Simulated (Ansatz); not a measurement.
Reaction (hydrogenolysis of the Al–N bond): `C[NH][Al]([OH])[SH]` + H₂ → `[OH][AlH][SH]` + CH₃NH₂

Calculated with Ansatz (gas phase, PBE0-D4/def2-TZVP geometries, no zero-point term in ΔE). CCSD(T)/CBS adds triple-zeta CCSD(T) − MP2 to the extrapolated MP2 energy (def2 sets, frozen cores). This one scheme is used for every species. Functionals use def2-TZVPP. Each species was taken in one conformer, which may not be the lowest.

`C[NH][Al]([OH])[SH]`:

Z-matrix (Å, degrees):
```
C
N 1 1.447
H 1 1.096 2 112.4
H 1 1.096 2 112.4 3 121.8
H 1 1.093 2 110.2 3 -119.1
Al 2 1.757 1 128.0 3 119.3
H 2 1.008 1 112.5 3 -60.7
S 6 2.189 2 118.0 1 0.1
O 6 1.692 2 118.2 1 -180.0
H 8 1.344 6 93.3 2 -179.9
H 9 0.954 6 125.6 2 -179.8
```

H₂:

```xyz
2

H     0.351   -0.074   -0.103
H    -0.351    0.074    0.103
```

`[OH][AlH][SH]`:

```xyz
6

O    -1.424    0.454    0.229
Al    0.048   -0.244    0.680
S     1.733   -0.411   -0.702
H    -1.636    0.817   -0.628
H     0.199   -0.785    2.145
H     1.081    0.169   -1.724
```

CH₃NH₂:

Z-matrix (Å, degrees):
```
C
N 1 1.453
H 1 1.092 2 109.4
H 1 1.100 2 115.4 3 -121.6
H 1 1.092 2 109.4 3 116.8
H 2 1.012 1 110.6 3 62.6
H 2 1.012 1 110.6 3 -179.3
```

```csv
level,ΔE (kJ/mol)
LDA (SPW92),64.3
CAM-B3LYP-D4,65.1
ωB97X-V,62.3
MP2/def2-SVP,66.0
```

(1) What does CCSD(T)/CBS give? (An estimate is asked.)

Largest T1 diagnostic among the species: 0.012.

Results:

(1) Computed: +67.9 kJ/mol. The listed levels differ from it by -3.6, -2.8, -5.6, -1.9 kJ/mol.

At CCSD(T), def2-SVP lies −9.8 kJ/mol from the extrapolated value and def2-TZVPP −1.6 kJ/mol. From r2SCAN to r2SCAN0 (25 % exact exchange), in def2-TZVPP and without D4, ΔE moves by −3.3 kJ/mol. The D4 term adds +11.5 kJ/mol with B3LYP and +6.5 kJ/mol with PBE0; it sums over pairs of atoms, weighted by their polarisabilities, and B3LYP, whose exchange is more repulsive, gets the larger term.

B3LYP here is the variant with VWN-RPA as its local correlation; programs differ in this.
